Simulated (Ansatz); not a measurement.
Correlation energies of `[SiH2]1[SiH2][GeH2]1` by basis set

Z-matrix (Å, degrees):
```
Si
Ge 1 2.381
Si 1 2.328 2 60.7
H 1 1.484 2 118.2 3 -108.8
H 1 1.484 2 118.4 3 108.9
H 2 1.531 1 118.7 3 -107.8
H 2 1.531 1 118.6 3 107.9
H 3 1.484 1 118.6 2 108.1
H 3 1.484 1 118.7 2 -108.3
```

Total charge 0; spin multiplicity 1. Correlated methods include outer-core shells of Ge, which these sets cover unevenly. Scalar relativity is left out up to krypton. The structure was optimised at the PBE0-D4/def2-TZVP level. Frozen core, restricted reference, the Gaussian-basis code of Ansatz.

```
     basis      HF (Eh)  MP2 corr.
  def2-SVP  -2656.22898   -0.43038
def2-TZVPP  -2656.69755   -0.50663
def2-QZVPP  -2656.75672   -0.78920
```

Task: Estimate the CCSD correlation energy and the (T) correction in each basis where they were run (hartree).

Result: 
| basis | CCSD corr. | (T) |
| --- | --- | --- |
| def2-SVP | -0.47539 | -0.01560 |
| def2-TZVPP | -0.55354 | -0.02255 |
